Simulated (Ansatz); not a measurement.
Frontier orbitals of C4H3F9GeO (`C[O][Ge]([C](F)(F)F)([C](F)(F)F)[C](F)(F)F`).

Total charge 0; spin multiplicity 1. Correlated methods include outer-core shells of Ge, which these sets cover unevenly. Scalar relativity is left out up to krypton. The structure was optimised at the PBE0-D4/def2-TZVP level. It is one conformer, not always the lowest. Basis def2-TZVPP, Ansatz.

```csv
functional,HOMO (eV),LUMO (eV),gap (eV)
PBE,-7.17,-1.40,5.77
revPBE,-7.09,-1.21,5.88
PBE0,-8.83,-0.51,8.32
r2SCAN0,-9.10,-0.43,8.67
BHLYP,-10.49,0.40,10.89
CAM-B3LYP,-10.34,0.50,10.84
ωB97X-V,-11.28,1.65,12.93
ωB97M-V,-11.20,1.43,12.63
```

A quarter of exact exchange (PBE0) shifts PBE's HOMO by −1.67 eV and its LUMO by +0.89 eV; full exchange at long range (ωB97M-V) shifts them by −4.03 and +2.83 eV. The gap opens from 5.77 to 12.62 eV, since occupied levels lose self-interaction and empty ones feel all the electrons. A positive LUMO is unbound and depends on the basis.
